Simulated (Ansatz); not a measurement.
**Cost against result**

Saddle point of Si4H10F2, singlet (Si₄H₉F ([F][Si]([SiH3])([SiH3])[SiH3]) + HF → Si₃H₆F₂ ([F][Si]([F])([SiH3])[SiH3]) + SiH₄; bonds formed: Si1–F7, Si2–H6; bonds broken: Si1–Si2, H6–F7), PBE0-D4/def2-TZVP structure:

Si1  (-0.182, -0.065, -0.348)
Si2  (-0.703, 1.305, 1.814)
Si3  (-0.659, -2.348, -0.227)
Si4  (1.286, 0.963, -1.845)
F5  (-1.637, 0.621, -0.689)
H6  (0.579, 0.245, 1.198)
F7  (1.474, -0.501, 0.756)
H8  (0.127, 1.425, 3.043)
H9  (-0.854, 2.630, 1.174)
H10  (-2.002, 0.676, 2.138)
H11  (-0.958, -2.698, 1.187)
H12  (-1.831, -2.693, -1.074)
H13  (0.537, -3.102, -0.682)
H14  (0.574, 1.417, -3.068)
H15  (2.346, -0.012, -2.205)
H16  (1.902, 2.139, -1.174)
(Å)

Barriers are electronic and count from the start structure reached by relaxing down the imaginary mode.

Program: Ansatz 0.2.0. Basis: as named in each row. Cores are frozen in the correlated methods. B3LYP uses VWN-RPA correlation. Extrapolation: Hartree–Fock as exp(−7.88 √X), correlation as X^−2.97.

Times are rough, for one single point on 2 threads of a shared host (AMD EPYC 7R13), with one NVIDIA H100 (or a share of it) where marked.

The estimate by CCSD(T) at an estimated basis limit (MP2 extrapolated from triple and quadruple zeta, plus CCSD(T) − MP2 in triple zeta) is 35.46 kcal/mol.

```tsv
method	basis	time (s)	barrier (kcal/mol)	method less estimate
HF	STO-3G	under 1	98.75	63.29
PBE-D4	STO-3G	1	32.16	-3.30
SPW92	def2-SVP	2	20.33	-15.13
PBE-D4	def2-SVP	3	25.68	-9.78
B3LYP-D4	6-31G	4	38.17	2.72
r2SCAN-D4	def2-TZVPP	6 (H100)	29.36	-6.09
PBE0-D4	def2-TZVPP	6 (H100)	32.39	-3.06
B3LYP-D4	def2-TZVPP	6 (H100)	33.02	-2.44
PBE0-D4	def2-SVP	6	32.13	-3.33
BLYP-D4	def2-TZVPP	6 (H100)	28.88	-6.58
B97M-V	def2-TZVPP	8 (H100)	33.85	-1.61
r2SCAN0-D4	def2-TZVPP	8 (H100)	33.69	-1.76
CCSD(T)	def2-SVP	8 (H100)	39.36	3.91
CAM-B3LYP-D4	def2-TZVPP	8 (H100)	33.15	-2.31
SPW92	def2-TZVPP	10 (H100)	21.33	-14.12
wB97M-V	def2-TZVPP	10 (H100)	32.48	-2.98
PBE-D4	def2-TZVPP	11 (H100)	26.84	-8.62
wB97X-V	def2-TZVPP	11 (H100)	33.69	-1.77
B2PLYP	def2-TZVPP	12 (H100)	33.81	-1.65
PBE-QIDH	def2-TZVPP	12 (H100)	35.20	-0.26
BHLYP-D4	def2-TZVPP	14 (H100)	38.91	3.45
RPA on PBE	def2-TZVPP	14 (H100)	34.93	-0.52
wB97M-V	def2-SVP	17	32.36	-3.09
MP2	def2-QZVPP	18 (H100)	34.09	-1.36
CCSD(T)	def2-TZVPP	28 (H100)	36.53	1.07
```

All methods are single points on the PBE0-D4 structures.

T1 diagnostic: at most 0.015.

Labels in which every atom is bracketed show which atoms are joined, not bond orders.
